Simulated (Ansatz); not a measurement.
# BaS (SMILES [S][Ba]): methods side by side

BaS: 2 atoms, total charge 0, spin state singlet. As SMILES, `[S][Ba]`. Geometry: the measured bond length. The run starts from this shape.

```xyz
2

S     0.0000    0.0000    0.0000
Ba    0.0000    0.0000    2.5074
```

Quantity: the adiabatic ionisation energy (to the doublet cation, no zero-point term), in eV. The values are calculated.

| level | kind | program | value (eV) |
| --- | --- | --- | --- |
| SVWN5/def2-TZVP (core potential) | LDA | Ansatz | 7.01 |
| PBE-D3(BJ)/def2-TZVP (core potential) | GGA | Ansatz | 6.54 |
| r2SCAN/def2-TZVP (core potential) | meta-GGA | Ansatz | 6.35 |
| B3LYP-D4/def2-TZVP (core potential) | global hybrid | Ansatz | 6.38 |
| wB97X-V/def2-TZVP (core potential) | range-separated hybrid | Ansatz | 6.11 |

Spin-orbit coupling, which can split open shells on such heavy atoms by tenths of an eV, is left out. The values span 6.11 to 7.01 eV.
